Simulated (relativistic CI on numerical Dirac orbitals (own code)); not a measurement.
# Pb55+: computed level list

Computed by Dirac-Coulomb-Breit CI, KLI orbitals optimised for each configuration, QED by a radiative potential, unscaled Slater integrals (own radial code, finite nucleus).

CI space (outside the closed core [Ne]): 3s²3p⁶3d⁹, 3s²3p⁵3d¹⁰, 3s3p⁶3d¹⁰, 3s²3p⁶3d⁸4s, 3s²3p⁶3d⁸4p, 3s²3p⁴3d¹⁰4s, 3s²3p⁶3d⁸4d, 3s²3p⁴3d¹⁰4p, 3s²3p⁵3d⁹4s, 3s²3p⁶3d⁸4f, 3s²3p⁴3d¹⁰4d, 3s²3p⁵3d⁹4p, 3s3p⁵3d¹⁰4s, 3s²3p⁶3d⁷4s², 3s3p⁵3d¹⁰4p, 3s²3p⁵3d⁹4d. Levels of other configurations are missing.

The lowest level is 3s²3p⁶3d⁹ ²D5/2, with 100 % of that term; Hund's rules for 3s²3p⁶3d⁹ give ²D with J = 5/2, in agreement.

```tsv
No.	Configuration	Term	J	E (10³ cm⁻¹)	%	Lifetime (s)	jj configuration (%)
1	3s²3p⁶3d⁹	²D	5/2	0.0	100		3d5/2^5 (100)
2	3s²3p⁶3d⁹	²D	3/2	884.5	100	9.07e-08	3d3/2^3 3d5/2^6 (100)
3	3s²3p⁵3d¹⁰	²P°	3/2	4442.9	100	4.00e-13	3p3/2^3 (100)
4	3s²3p⁵3d¹⁰	²P°	1/2	8608.9	100	7.79e-14	3p1/2 3p3/2^4 (100)
5	3s3p⁶3d¹⁰	²S	1/2	10899.3	100	9.11e-14	3s (100)
6	3d⁸(3F)4s	⁴F	9/2	16888.8	86	5.18e-10	3d5/2^4 4s (99)
7	3d⁸(3F)4s	²F	7/2	16917.6	62	3.83e-11	3d5/2^4 4s (99)
8	3d⁸(1D)4s	²D	5/2	16980.7	48	1.04e-10	3d5/2^4 4s (100)
9	3d⁸(1D)4s	²D	3/2	16995.0	50	3.85e-11	3d5/2^4 4s (100)
10	3d⁸(1S)4s	²S	1/2	17173.1	52	2.54e-11	3d5/2^4 4s (99)
11	3d⁸(3F)4s	⁴F	7/2	17766.5	75	9.93e-11	3d3/2^3 3d5/2^5 4s (100)
12	3d⁸(3F)4s	⁴F	5/2	17774.1	63	7.20e-11	3d3/2^3 3d5/2^5 4s (100)
13	3d⁸(3F)4p	⁴D°	7/2	17818.1	47	1.19e-11	3d5/2^4 4p1/2 (99)
14	3d⁸(3F)4p	²G°	9/2	17832.4	41	1.80e-11	3d5/2^4 4p1/2 (99)
15	3d⁸(3P)4s	⁴P	5/2	17856.3	49	8.11e-11	3d3/2^3 3d5/2^5 4s (100)
16	3d⁸(3P)4s	⁴P	3/2	17863.5	30	7.20e-11	3d3/2^3 3d5/2^5 4s (99)
17	3d⁸(1G)4s	²G	9/2	17902.5	86	8.33e-11	3d3/2^3 3d5/2^5 4s (99)
18	3d⁸(3P)4s	⁴P	3/2	17905.5	61	6.55e-11	3d3/2^3 3d5/2^5 4s (100)
19	3d⁸(1D)4p	²D°	3/2	17906.2	30	1.72e-11	3d5/2^4 4p1/2 (100)
20	3d⁸(1G)4s	²G	7/2	17909.2	84	6.02e-11	3d3/2^3 3d5/2^5 4s (100)
21	3d⁸(1D)4p	²F°	5/2	17913.7	40	1.80e-11	3d5/2^4 4p1/2 (100)
22	3d⁸(3P)4s	²P	1/2	17924.3	67	3.38e-11	3d3/2^3 3d5/2^5 4s (100)
23	3d⁸(1S)4p	²P°	1/2	18096.6	63	9.26e-12	3d5/2^4 4p1/2 (99)
24	3d⁸(3F)4p	⁴G°	7/2	18695.9	55	8.07e-13	3d3/2^3 3d5/2^5 4p1/2 (100)
25	3d⁸(3F)4s	⁴F	3/2	18699.0	61	1.30e-10	3d3/2^2 3d5/2^6 4s (99)
26	3d⁸(3F)4p	⁴F°	5/2	18702.3	39	1.75e-13	3d3/2^3 3d5/2^5 4p1/2 (100)
27	3d⁸(3F)4s	²F	5/2	18710.8	36	5.25e-11	3d3/2^2 3d5/2^6 4s (100)
28	3s²3p⁶3d⁸4p	²D°	3/2	18782.1	25	4.30e-13	3d3/2^3 3d5/2^5 4p1/2 (99)
29	3d⁸(3P)4p	²D°	5/2	18796.2	27	1.36e-13	3d3/2^3 3d5/2^5 4p1/2 (99)
30	3d⁸(3P)4p	⁴P°	1/2	18820.9	54	1.84e-11	3d3/2^3 3d5/2^5 4p1/2 (100)
31	3d⁸(1G)4p	²H°	9/2	18827.5	65	1.81e-11	3d3/2^3 3d5/2^5 4p1/2 (99)
32	3d⁸(1G)4p	²F°	7/2	18848.4	54	7.65e-14	3d3/2^3 3d5/2^5 4p1/2 (99)
33	3d⁸(3P)4p	⁴D°	3/2	18855.2	43	9.14e-14	3d3/2^3 3d5/2^5 4p1/2 (100)
34	3d⁸(1S)4s	²S	1/2	18931.8	48	3.17e-11	3d3/2^2 3d5/2^6 4s (99)
35	3d⁸(3F)4p	⁴G°	11/2	19281.4	85	9.81e-13	3d5/2^4 4p3/2 (99)
36	3d⁸(3F)4p	⁴F°	9/2	19311.0	59	9.77e-13	3d5/2^4 4p3/2 (99)
37	3d⁸(3F)4p	²F°	7/2	19315.1	55	8.60e-14	3d5/2^4 4p3/2 (99)
38	3d⁸(3F)4p	²D°	5/2	19316.9	61	6.60e-14	3d5/2^4 4p3/2 (99)
39	3d⁸(1D)4p	²D°	5/2	19375.7	57	7.53e-14	3d5/2^4 4p3/2 (99)
40	3d⁸(1D)4p	²F°	7/2	19400.0	48	6.74e-13	3d5/2^4 4p3/2 (100)
41	3d⁸(1D)4p	²P°	1/2	19405.1	60	9.86e-13	3d5/2^4 4p3/2 (99)
42	3d⁸(3P)4p	²P°	3/2	19413.1	53	5.53e-14	3d5/2^4 4p3/2 (99)
43	3d⁸(1S)4p	²P°	3/2	19583.7	52	2.81e-13	3d5/2^4 4p3/2 (99)
44	3d⁸(3F)4p	⁴G°	5/2	19626.2	46	2.95e-13	3d3/2^2 3d5/2^6 4p1/2 (99)
45	3d⁸(3F)4p	²D°	3/2	19668.8	39	5.11e-14	3d3/2^2 3d5/2^6 4p1/2 (99)
```

Energies count from the lowest computed level; ° marks odd parity; lifetimes are radiative, by E1, M1, E2, M2 decay to levels of this space only. Percentages are summed over parent terms; the parents shown are those of the largest component, closed shells are left out there. Filled j subshells are mostly left out of the jj labels.

The mean weight of the leading LS term, summed over parents, in these 45 levels is 59 %, and that of the leading jj configuration (from the same eigenvectors) 99 %, so jj coupling describes them better and the LS labels are nominal.

At this charge energies of transitions that change n are usually good to better than 1 %, and those within a shell (Δn = 0) to a few per cent.

LS names give the leading component of a level, which can be under half, so a name can repeat, a term be missing and a line seem to break the LS rules.
